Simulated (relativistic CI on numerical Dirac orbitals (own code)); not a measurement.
# Cr⁺ in a cubic cluster: 2p photoemission with charge transfer

Computed with a charge-transfer multiplet model of a cubic metal-ligand cluster with up to one ligand hole, Slater and spin-orbit integrals from Dirac-Coulomb-Breit ions, Slater integrals scaled by 0.7. The ground state mixes d5 with configurations of k ligand holes L, whose averages lie at kΔ + k(k − 1)U_dd/2; a core hole lowers each added d electron by U_cd. 300 K, Lorentzian 0.6 eV and Gaussian 0.8 eV FWHM.

Atomic integrals in eV (Slater integrals scaled, ζ unscaled), ground: F2dd 5.807, F4dd 3.572, zeta_d 0.022; with the core hole: F2dd 7.320, F4dd 4.553, zeta_d 0.040, zeta_core 5.624, F2cd 4.115, G1cd 3.001, G3cd 1.703.

Cluster parameters (eV): U_dd = 6.1, U_cd = 7.4, 10Dq = 0.55, 10Dq(ligand) = 0.7, V(eg) = 1.95, V(t2g) = -0.93, final-state hopping factor = 1.

Weights, n_d and S are thermal averages at 300 K. Binding energies count from the first peak over 30 % of the highest in each spectrum, which can be another peak from case to case. The parameters are a model scan and need not match a compound or its usual spin state. Peaks in eV (height, largest 100): 0.0 (100), 6.4 (26), 9.7 (57), 16.5 (15).

Task: Which parameters give this spectrum?
A. Δ = 4.5 eV
B. Δ = 9.5 eV
C. Δ = 7.5 eV

Result: A. Δ = 4.5 eV; the ground state then has 5.16 d electrons and S = 2.50. The choice follows from running the model for each set and comparing peak positions and heights. The space is cut while the next configuration still counts.
